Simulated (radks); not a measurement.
Task: Bi3-, 86 electrons, occupied as [Rn]. All-electron calculation, scalar-relativistic Kohn-Sham, r2SCAN, spin-polarised, spherical densities, finite nucleus; meta-GGA in the generalised Kohn-Sham scheme; Fermi nuclear charge, rms radius 5.5211 fm; Watson sphere of charge +2.64 and radius 5.73 bohr. Program: a radial shooting solver on a logarithmic mesh with Libxc functionals. Some entries of the table are withheld. Estimate them.

orbital,occ.,eigenvalue (eV),r(max) (bohr)
1s,2,-90723.02,0.009660
2s,2,(1),0.05618
2p,6,-13968.00,0.04691
3s,2,-3950.117,0.1583
3p,6,(2),0.1587
3d,10,(3),0.1296
4s,2,-910.3476,0.3558
4p,6,-687.5564,0.3757
4d,10,-431.2868,0.3814
5s,2,-156.0533,0.7718
4f,14,-149.6472,0.3430
5p,6,-93.5790,0.8603
5d,10,-23.1456,1.031
6s,2,-10.5274,1.890
6p,6,-1.8007,(4)

Result: 
(1) 2s eigenvalue (eV): -16328.01
(2) 3p eigenvalue (eV): -3273.000
(3) 3d eigenvalue (eV): -2590.467
(4) 6p r(max) (bohr): 2.698
